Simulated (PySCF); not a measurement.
# Dipole moment and polarisability of 2-bromopyrimidine

Species: 2-bromopyrimidine, C₄H₃BrN₂.
Atom-mapped SMILES: `[Br:1][c:2]1[n:3][cH:4][cH:5][cH:6][n:7]1` (hydrogens: H8 on C4; H9 on C5; H10 on C6)

Structure used (PBE0-D3(BJ)/def2-SVP), in Å, numbered top down from 1:
```
atom  x, y, z in Å
Br1    3.8342    0.1307   -0.1078
C2     1.9480    0.1980   -0.0681
N3     1.3230   -0.9665   -0.0739
C4    -0.0062   -0.9133   -0.0455
C5    -0.6994    0.2941   -0.0116
C6     0.0803    1.4481   -0.0094
N7     1.4098    1.4047   -0.0379
H8    -0.5343   -1.8733   -0.0502
H9    -1.7890    0.3337    0.0118
H10   -0.3762    2.4439    0.0160
```

Level: PBE0/def2-SVPD (PySCF), static field, nuclei fixed, core orbitals frozen in the response. The polarisability tensor in these axes (au):

```
x   113.21  -1.29  -1.33
y    -1.29  77.11   0.47
z    -1.33   0.47  49.67
```

Q: Diagonalise the tensor; give its mean and Δα, where Δα² is half the sum of the squared differences of the eigenvalues.

A: Principal values 49.63, 77.07 and 113.29 au; mean 80.00 au = 11.85 Å³ = 13.19 × 10⁻⁴⁰ C²·m²/J; Δα = 55.30 au (69 % of the mean).

Q: What is the dipole moment, and where does it point?

A: (-3.83, 0.14, 0.08) D, 3.83 D in size, pointing from the negative to the positive side. Measured along this direction, the outermost atoms are Br1 at the negative end and H9 at the positive end.

Q: Rayleigh depolarisation ratio (linearly polarised light, static tensor)?

A: ρ = 3Δα²/(45ᾱ² + 4Δα²) = 9173.9/(287982 + 12231.9) = 0.0306.

Q: Sum over states: ᾱ = Σ f/ω², ω in Eh. What share falls to these 10 lowest TDDFT singlets (eV, f)? 4.30, 0.0031; 4.70, 0.0000; 5.11, 0.0215; 5.58, 0.0015; 5.75, 0.2356; 5.77, 0.0000; 5.90, 0.0000; 6.23, 0.0044; 6.40, 0.0021; 6.45, 0.0000.

A: They add up to 6.18 au, 7.7 % of the 80.00 au; the largest single term is 5.28 au, from the state at 5.75 eV. Terms in order: 0.12, 0.00, 0.61, 0.04, 5.28, 0.00, 0.00, 0.08, 0.04, 0.00 au. Higher excitations give the rest. The strengths listed sum to 0.268.

Q: What are the principal values of the traceless quadrupole moment, Θ = ½Σq(3rr − r²1), about the centre of nuclear charge?

A: -6.65, -6.57, 13.22 D·Å. The values depend on the origin, since the dipole doesn't vanish. The electronic extent ⟨r²⟩ about the same centre is 1129 bohr², a root-mean-square distance of 2.04 Å for the 76 electrons.

Isolated species at its PBE0-D3(BJ)/def2-SVP geometry, gas phase. The calculation is non-relativistic, for bromine too.
